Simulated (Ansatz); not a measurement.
Sn2O4 (the lowest singlet isomer of a short search) was relaxed with r2SCAN-D4 (def2-SVP, def2-SVPD) in Ansatz in these states: charge -1 doublet, neutral singlet. The geometries follow in no particular order.

In the def2 sets Sn takes a core potential; there is no spin–orbit coupling.

A:

Cartesian coordinates in Å:
```
Sn 1.069 -0.388 -1.156
Sn -1.270 1.005 0.079
O 0.768 -1.094 1.107
O -0.977 -0.523 -1.261
O 0.664 1.485 -0.416
O -0.254 -0.485 1.647
```

B:

```xyz
6

Sn   -1.3950    0.1813    1.1904
Sn    0.9229    1.0499   -0.9662
O     0.0730   -1.3635    0.0803
O    -0.1126    1.6089    0.6942
O    -0.8482   -0.5745   -0.8194
O     1.3598   -0.9021   -0.1793
```

**Question.** Judge from the bond lengths which geometry belongs to which state (an estimate).

**Answer.** A is the charge -1 doublet (O3–O5 2.997 Å, Sn2–O5 2.053 Å, Sn1–Sn2 2.989 Å); B is the neutral singlet (O3–O5 1.510 Å, Sn2–O5 2.408 Å, Sn1–Sn2 3.283 Å).

The restricted singlet is unstable towards broken spin symmetry in Hartree–Fock (as tested in another run); at r2SCAN-D4/def2-SVP this wasn't settled. These are the stationary points nearest to one start from a short search; other shapes may lie lower in each state.
